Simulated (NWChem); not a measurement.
## Correlation energy of H6NSi2

```
N
H 1 1.0201
Si 1 1.7528 2 114.91
Si 1 1.7532 2 114.09 3 169.26
H 3 1.4883 1 107.48 2 -172.56
H 3 1.4930 5 110.14 1 -119.81
H 3 1.4951 5 108.81 6 -117.46
H 4 1.4983 1 107.46 2 161.23
H 4 1.5021 8 110.22 1 118.05
```
Charge 0, spin multiplicity 2.

All runs are NWChem calculations. The geometry was optimised at UB3LYP/def2-SVP, a minimum by its harmonic frequencies. It is one conformer; others weren't searched.

Basis set: STO-3G. Each correlation energy counts from its own Hartree-Fock reference.

The correlated methods keep 11 core orbitals frozen. The structure started from a generated list of species. The stability of the SCF solutions was not checked. Open-shell Hartree-Fock references start from PBE0 orbitals. Coupled-cluster values serve here as a point of comparison, not as the truth.

Question: One of these methods gave a correlation energy of -168.2 mHa. Which?
A) CCSD on UHF
B) UMP2
C) SCS-UMP2
D) CCSD[T] on ROHF

Answer: D, CCSD[T] on ROHF. The others give -134.1 (SCS-UMP2), -121.3 (UMP2), -164.5 (CCSD on UHF).
